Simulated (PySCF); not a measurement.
H7Si3, SMILES [SiH3][SiH][SiH3] (connectivity only; charge and spin as stated), charge +1, multiplicity 1.

The structure is a stationary point at PBE-D3(BJ)/def2-SVP. The multiplicity is an assumed one; other spin states were not compared. The isomer is the one that the SMILES or the coordinates give; other isomers of the formula were not compared.

Computed with PBE-D3(BJ)/def2-SVP in PySCF.

Frequencies are harmonic and unscaled.

Computed normal modes with their intensities:
| mode | ν (cm⁻¹) | IR (km/mol) | moving atoms (share of kinetic energy) |
|---|---|---|---|
| 1 | 37 | 0.7 | H 79 %, Si 21 % |
| 2 | 40 | 0.2 | H 82 %, Si 18 % |
| 3 | 100 | 2.3 | Si 63 %, H 37 % |
| 4 | 270 | 10.9 | H 95 % |
| 5 | 280 | 2.8 | H 57 %, Si 43 % |
| 6 | 350 | 0.1 | H 51 %, Si 49 % |
| 7 | 419 | 7.6 | H 95 % |
| 8 | 453 | 0.2 | Si 79 %, H 21 % |
| 9 | 530 | 6.6 | H 77 %, Si 23 % |
| 10 | 536 | 6.2 | H 68 %, Si 32 % |
| 11 | 693 | 307.3 | H 89 %, Si 11 % |
| 12 | 774 | 85.6 | H 89 %, Si 11 % |
| 13 | 776 | 21.6 | H 92 %, Si 8 % |
| 14 | 848 | 0.4 | H 98 % |
| 15 | 850 | 36.5 | H 98 % |
| 16 | 864 | 4.6 | H 97 % |
| 17 | 869 | 51.1 | H 97 % |
| 18 | 2139 | 10.5 | H 98 % |
| 19 | 2141 | 1.3 | H 98 % |
| 20 | 2166 | 11.7 | H 97 % |
| 21 | 2198 | 0.3 | H 97 % |
| 22 | 2198 | 6.6 | H 97 % |
| 23 | 2229 | 0.2 | H 95 % |
| 24 | 2229 | 15.5 | H 95 % |
